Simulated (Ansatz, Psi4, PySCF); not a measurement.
BrCs, charge -1, doublet, at the geometry of the source list (a state made from the parent by changing its charge; the spin is typed, not shown lowest) (core potentials on Cs), atoms displaced at random by about 0.03 Å a coordinate. Base run: HF/def2-SVP, gradient in PySCF.

The PySCF input:
```python
from pyscf import gto, scf

mol = gto.M(
    atom='''
Cs   -1.039632   -0.730862   -0.830736
Br    0.909618    0.738971    0.919965
''',
    basis='def2-svp',
    ecp={'Cs': 'def2-svp'},
    charge=-1,
    spin=1,
    verbose=4,
)

mf = scf.UHF(mol)
mf.kernel()
g = mf.nuc_grad_method()
grad = g.kernel()
```

Programs used: Ansatz (an electronic-structure program), Psi4, PySCF; a row that names a program was run with it.

The coordinate followed is z of atom 1.

Each row names what was changed in the base input (with any setting that the change needs).

| change | dE/dx (Eh/bohr) | net force (Eh/bohr) |
|---|---|---|
| base | 0.018151 | 0.000000 |
| finite difference step (bohr) = 1e-5; conv_tol = 1e-11 | 0.018151 | - |
| finite difference step (bohr) = 0.2; conv_tol = 1e-11 | 0.018198 | - |
| code = psi4 | 0.018165 | 0.000000 |
| conv_tol = 1e-11 | 0.018151 | 0.000000 |
| finite difference step (bohr) = 0.05; conv_tol = 1e-11 | 0.018154 | - |
| finite difference step (bohr) = 0.01; conv_tol = 1e-11 | 0.018151 | - |
| finite difference step (bohr) = 1e-3; conv_tol = 1e-11 | 0.018151 | - |
| conv_tol = 1e-6 | 0.018148 | 0.000000 |
| code = ansatz | 0.018152 | 0.000000 |
| density fitting = on | 0.018152 | 0.000000 |
| conv_tol = 1e-4 | 0.018114 | 0.000000 |

The net force is zero for an exact gradient.

Open shells are given as the SCF converged; they aren't shown to be the lowest states, and a large step between rows can be another state.
